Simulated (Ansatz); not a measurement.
Two structures of ZnNH4Cl, closed shell, reached by relaxing down either side of one saddle point (PBE0-D4/def2-TZVP). Energies are electronic, without zero-point energy. Program: Ansatz 0.2.0. Basis: def2-TZVPP and def2-QZVPP. Cores are frozen in the correlated methods. The 3s and 3p shells of Cu and Zn are frozen; filled d shells are correlated. Extrapolation: Hartree–Fock as exp(−7.88 √X), correlation as X^−2.97. First:

Zn1  (-0.475, -0.271, -0.833)
N2  (1.028, -0.884, -0.017)
Cl3  (-2.286, 0.339, -1.695)
H4  (-0.496, 1.085, 1.574)
H5  (-0.997, 1.537, 1.248)
H6  (1.711, -0.176, 0.217)
H7  (1.515, -1.631, -0.495)
(Å)

Second:

```xyz
7
angstrom
Zn -1.1298 0.6183 -0.0318
N 0.8082 -0.3489 0.2286
Cl -1.4318 -0.1301 -2.0504
H 1.2828 -0.2215 1.1146
H -1.6164 1.4432 1.1836
H 1.4139 -0.0192 -0.5155
H 0.6733 -1.3419 0.0710
```

Task: Which bonds change from the first to the second?

Result: ZnNH₂Cl ([NH2][Zn][Cl]) + H₂ → ZnHCl ([Cl][ZnH]) + NH₃ (still joined by a long Zn–N bond); bonds formed: Zn1–H5, N2–H4; bonds broken: H4–H5; bonds weakened to dative contacts: Zn1–N2.

Task: Give the saddle point's structure and its height above each. (Judge from chemistry; the value comes from the calculation.)

Result: By the calculation: 110.8 kJ/mol above the first and 186.3 kJ/mol above the second (CCSD(T) at an estimated basis limit (MP2 extrapolated from triple and quadruple zeta, plus CCSD(T) − MP2 in triple zeta)).
```xyz
7
angstrom
Zn -0.7977 0.1824 -0.5844
N 0.8971 -0.4098 0.2040
Cl -2.2864 0.3356 -2.0785
H 0.1115 0.4005 1.0323
H -0.7259 0.9338 1.1675
H 1.7705 -0.0524 -0.1676
H 1.0312 -1.3901 0.4267
```

The T1 diagnostic stays at or below 0.014. The end structure is not quite a true minimum (one mode of 46i cm⁻¹).

Labels in which every atom is bracketed show which atoms are joined, not bond orders.

For scale, one of the runs: CCSD(T)/def2-TZVPP, 193 basis functions, launched by `ansatz run in.yaml --threads 4 --pin off --events-out ev --progress --plain --max-ram 9574MiB`. Hardware: 4 CPU threads of an Intel Xeon Platinum 8488C, shared host. Wall time 23 s; peak host memory 2.1 GiB.
